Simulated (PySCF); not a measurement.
Input of a response calculation (the driver script's job line, then coordinates in Å):

```
{"job": {"kind": "uv", "xc": "PBE0", "basis": "def2-SVPD", "nstates": 8, "ntriplets": 3}, "charge": 0, "multiplicity": 1}
C      1.628708    -0.543918     0.383685
Ga     0.236185     0.917481     0.163638
N     -1.567093    -0.333898    -0.469664
Cl     0.272140     2.153649    -1.548826
Cl    -0.666234     1.772853     1.871424
H      1.316340    -1.260781     1.144170
H      2.588122    -0.126313     0.696670
H      1.787747    -1.068965    -0.559118
H     -2.332246     0.324289    -0.607583
H     -1.846869    -1.002514     0.243869
H     -1.411374    -0.829212    -1.344229
```

Its output, with some lines taken out ([cut]) and without the SCF cycles:

```
converged SCF energy = -2940.6276095956

Static polarisability (au): isotropic 79.905, principal 73.931 82.324 83.461

Singlet excitations
state   eV       nm        f      main configurations
  1   6.4204    193.1   0.09752   H->L 0.99
  2   6.9090    179.5   0.02896   H-1->L 0.97
  3   7.1342    173.8   0.00009   H-2->L 0.94
[cut]
  5   7.2660    170.6   0.18061   H-3->L 0.66, H->L+1 0.30
  6   7.6271    162.6   0.01570   H-1->L+1 0.90
[cut]
  8   7.9254    156.4   0.00773   H-2->L+1 0.81

Triplet excitations (Tamm-Dancoff, eV): 6.1105 6.7243 6.7598
```

Level of theory: TDDFT PBE0/def2-SVPD, vertical, gas phase, core orbitals frozen in the response (PySCF). Geometry: GFN2-xTB; no solvent, vibrations or thermal averaging. Relativistic effects, spin–orbit coupling among them, are left out although an element past zinc is present.

What stood in the cut lines?

```
  4   7.1885    172.5   0.07902   H->L+1 0.65, H-3->L 0.31
  7   7.8100    158.8   0.00749   H-4->L 0.65, H->L+2 0.29
```

What share of the summed oscillator strength falls to the strongest level in this window?

State 5 at 171 nm: 0.1806 of 0.4171, or 43%.

What transition dipole goes with state 5?

|μ|² = 3f / (2ΔE) = 3 × 0.1806 / (2 × 0.2670) = 1.015 au, so |μ| = 2.56 D.

What is the polarisability anisotropy, √(½[(α1 − α2)² + (α2 − α3)² + (α3 − α1)²])?

9.02 au.

Which species is it?

`[CH3][Ga-]([NH3+])([Cl])[Cl]` (CH6Cl2GaN), point group Cs.

H and L stand for HOMO and LUMO.
